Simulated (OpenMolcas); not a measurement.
# Ti2+: effect of the basis set

```yaml
Program: OpenMolcas 26.06
Method: CASSCF
Active_space: 2 electrons in 6 orbitals (3d 4s)
State_averaging: 2S+1 = 3 even, 15 roots; 2S+1 = 1 even, 20 roots kept (CI in the orbitals of an earlier block)
Spin-orbit_coupling: state interaction with AMFI integrals over the reference wave functions, term energies averaged over their components
```

A. ANO-R1 [5s4p3d1f], X2C, finite nucleus; cost of the order of 13 core-seconds
B. ANO-L-VTZP [6s5p3d2f1g], non-relativistic, point nucleus; cost roughly 16 core-seconds
C. ANO-RCC-VTZP [6s5p3d2f1g], DKH2, point nucleus; cost about 15 core-seconds
D. ANO-R2 [6s5p4d2f1g], X2C, finite nucleus; cost roughly 10 core-seconds
E. ANO-RCC-VQZP [7s6p4d3f2g1h], DKH2, point nucleus; cost about 14 core-seconds
F. ANO-R3 [7s5p5d3f2g1h], X2C, finite nucleus; cost of the order of 18 core-seconds

Energies in cm-1 above 3d2 3F2, the measured ground level; measured values from Corliss and Sugar, J. Phys. Chem. Ref. Data 8, 1 (1979).

```tsv
Level	A	B	C	D	E	F	Measured
3d2 3F2	0.0	0.0	0.0	0.0	0.0	0.0	0.0
3d2 3F3	194	205	197	191	199	198	185
3d2 3F4	446	472	454	439	459	456	420
3d2 1D2	11315	11435	11411	11339	11392	11386	8474
3d2 3P0	13668	13765	13764	13690	13748	13744	10538
3d2 3P1	13734	13836	13832	13756	13817	13812	10604
3d2 3P2	13874	13985	13974	13894	13961	13956	10721
3d2 1G4	17785	17908	17922	17822	17897	17891	14398
3d 4s 3D1	40080	41165	39015	39133	38934	38955	
3d 4s 3D2	40202	41294	39139	39254	39060	39080	38199
3d 4s 3D3	40397	41500	39338	39445	39260	39279	38426
3d2 1S0	43039	43389	43431	43179	43346	43317	32476
3d 4s 1D2	45942	46712	44589	44799	44572	44678	41704
```

Deviations, from unrounded energies. A percentage is the sum of absolute deviations over the sum of measured energies, with the sign that they share, or ± where signs differ.

```
                        Against measurement  Levels      A      B      C      D      E      F
             mean absolute deviation (cm-1)      11   3100   3500   2900   2900   2900   2900
      fine structure of the ground term (%)       2   +5.7  +11.8   +7.6   +4.1   +8.8   +8.0
other terms of the ground configuration (%)       6  +30.0  +31.1  +31.1  +30.4  +30.9  +30.8
                   other configurations (%)       3   +6.9   +9.4   +4.0   +4.4   +3.9   +4.0
```

C, D, E, F lie about equally close to measurement and B furthest from it. The largest miss of E in the table is 3d2 1S0, by +11000 cm-1. The ranking rests on the paired levels alone, and a cruder setting can come out closer through cancelling errors.

Among A to F the level of the table that moves most is 3d 4s 3D3, by 2200 cm-1 (lowest in E, highest in B).

Without dynamic correlation excited terms often stand tens of per cent too high (terms of higher spin than the ground term too low), and those without a measured partner can miss by more than the paired ones. Terms from blocks run as CI alone lack orbitals of their own. A single d shell beside an s shell can misplace configurations of different d count against each other. Computed and measured levels are paired by configuration, term and J; levels that our copy of the source lacks, or whose pairing is in doubt (as where it misses far off the trend of its configuration), stay unpaired and out of the deviations. Only configurations of the active space appear.
